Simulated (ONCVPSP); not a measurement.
**Reading a pseudo-wave (Cr (Z = 24))**

Columns: radius, all-electron u(r) and pseudo u(r) of the 3d shell (level -3.01 eV) of chromium in the configuration [Ne] 3s2 3p6 3d5 4s1; PBEsol, non-relativistic, ONCV scheme, ONCVPSP 4.0.1.

```tsv
r (bohr)	all-electron	pseudo
0.082	0.0282	0.0051
0.165	0.1341	0.0387
0.248	0.2806	0.1190
0.330	0.4264	0.2451
0.413	0.5538	0.4039
0.495	0.6526	0.5660
0.578	0.7247	0.7081
0.660	0.7706	0.8080
0.742	0.7956	0.8616
0.825	0.8041	0.8735
0.908	0.8001	0.8559
0.990	0.7874	0.8235
1.072	0.7685	0.7871
1.155	0.7454	0.7523
1.238	0.7197	0.7213
1.320	0.6929	0.6931
1.402	0.6656	0.6656
1.485	0.6379	0.6379
1.568	0.6107	0.6107
1.650	0.5844	0.5844
1.733	0.5586	0.5586
1.815	0.5342	0.5342
1.898	0.5104	0.5104
1.980	0.4880	0.4880
2.062	0.4667	0.4667
2.145	0.4461	0.4461
```

(1) How many radial nodes do the two functions have?

(2) At about which radius was the pseudo-wave matched?

(3) Where does each function peak?

(4) Is the pseudo-wave norm-conserving?

## Answers

(1) The all-electron 3d function has n − l − 1 = 0; the pseudo-wave has 0.

(2) 1.40 bohr, where the columns begin to agree (steps of 0.08 bohr).

(3) Outermost all-electron maximum near 0.82 bohr, pseudo maximum near 0.82 bohr (to the table’s step).

(4) Yes: the ONCV scheme keeps the norm inside the radius equal to the all-electron one, which fixes the energy derivative of the logarithmic derivative at the level.
